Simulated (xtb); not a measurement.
neopentasilane (H12Si5), singlet, geometry from GFN2-xTB. Base run: GFN2-xTB run with xtb.

The xtb input:
```
$ xtb mol.xyz --gfn 2 --json

# file mol.xyz
17

Si    -0.39987379    -0.88118962    -2.13497317
Si     0.00008728     0.00003811    -0.00007686
Si    -0.01936908     2.34160751    -0.10489889
Si    -1.67154749    -0.72989766     1.47203667
Si     2.09073072    -0.73054627     0.76788792
H     -1.68998104    -0.45654750    -2.68313463
H     -0.41130091    -2.34577006    -2.14253522
H      0.61550825    -0.47256910    -3.10822246
H      0.23433488     2.96233684     1.19721786
H     -1.30379917     2.87015447    -0.56972258
H      0.99732510     2.86932833    -1.01760325
H     -3.00679306    -0.28341603     1.06836245
H     -1.73661000    -2.19012134     1.56527369
H     -1.46866158    -0.23902180     2.83697536
H      2.17817573    -2.19028969     0.84962613
H      3.18787523    -0.30048259    -0.10188489
H      2.40353971    -0.22377048     2.10598823
```

Each row names what was changed in the base input (with any setting that the change needs).

```tsv
change	ΔE vs base (kJ/mol)	HOMO-LUMO gap (eV)	G_solv (kcal/mol)	SCF cycles
base	0.00	3.96	-	11
alpb = thf	-31.4	3.96	-7.70	11
etemp = 1000	0.00	3.96	-	11
file = coord	0.00	3.96	-	11
gbsa = methanol	-20.75	3.96	-5.02	11
acc = 30	0.00	3.96	-	8
gbsa = thf	-27.4	3.96	-6.68	11
alpb = dmf	-29.1	3.96	-7.06	11
acc = 0.0001	0.00	3.96	-	19
```

ALPB and GBSA are two models with their own fitted parameters for each solvent, which aren't always the measured dielectric constant.
